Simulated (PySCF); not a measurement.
A GIAO shielding run with PySCF 2.14.0 with density-fitted response routines (density fitting, non-relativistic, gas phase) on SMILES CC(=O)OC(C)(C)C, C₆H₁₂O₂:

```
$ OMP_NUM_THREADS=1 python probes_run.py task.json out

{"job": {"kind": "nmr", "xc": "PBE0", "basis": "pcSseg-1"}, "charge": 0, "multiplicity": 1}
C      2.963360     0.041830    -0.331013
C      1.589815    -0.471254     0.034946
O      1.394476    -1.494992     0.637464
O      0.655961     0.371828    -0.394791
C     -0.755765     0.133210    -0.154865
C     -1.453228     1.329872    -0.802427
C     -1.034262     0.099305     1.347405
C     -1.190311    -1.168759    -0.826346
H      3.557041    -0.774064    -0.734340
H      3.450959     0.400415     0.573281
H      2.886277     0.852078    -1.048619
H     -2.529846     1.232349    -0.699356
H     -1.200596     1.382972    -1.858150
H     -1.133309     2.251770    -0.324228
H     -0.542500    -0.755279     1.803625
H     -2.104048     0.023737     1.520065
H     -0.665606     1.009578     1.815852
H     -0.688181    -2.015826    -0.367354
H     -2.264109    -1.293737    -0.718619
H     -0.941277    -1.144354    -1.885263
```

Hardware: 1 thread of an Arm Neoverse N1, shared host. The job also computes population analyses, field gradients.

Problem. How large is the calculation?

Solution. 64 electrons, 196 basis functions and 1012 auxiliary functions.

Problem. How long does it take, and how much memory does it need?

Solution. 62 s of wall time, with 14 SCF cycles and 5 response iterations; peak memory 0.78 GiB. Times on a shared host scatter by some tens of per cent.
